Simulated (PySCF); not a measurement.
InI, SMILES [In][I] (connectivity only; charge and spin as stated), neutral, multiplicity 1.

Geometry: PBE0-D3(BJ)/def2-TZVP. The def2 effective core potentials stand for the cores of I, In; spin–orbit coupling is left out.

All values below come from PBE/def2-TZVPD (PySCF).

Problem. Estimate the frontier levels, gap, dipole moment and polarisability. (Estimate from the structure and the level; the computed values follow.)

Solution. 
The highest occupied level is -5.96 eV, the lowest empty level is -2.61 eV and the orbital gap is 3.34 eV. The dipole moment comes out as 3.35 D, the quadrupole, principal values (traceless, Buckingham form, about the centre of nuclear charge) comes out as -1.30, 0.65, 0.65 D·Å and the mean static polarisability is 86.9 bohr³ (12.87 Å³). The polarisability, principal values comes out as 67.7, 67.7, 125.3 bohr³.
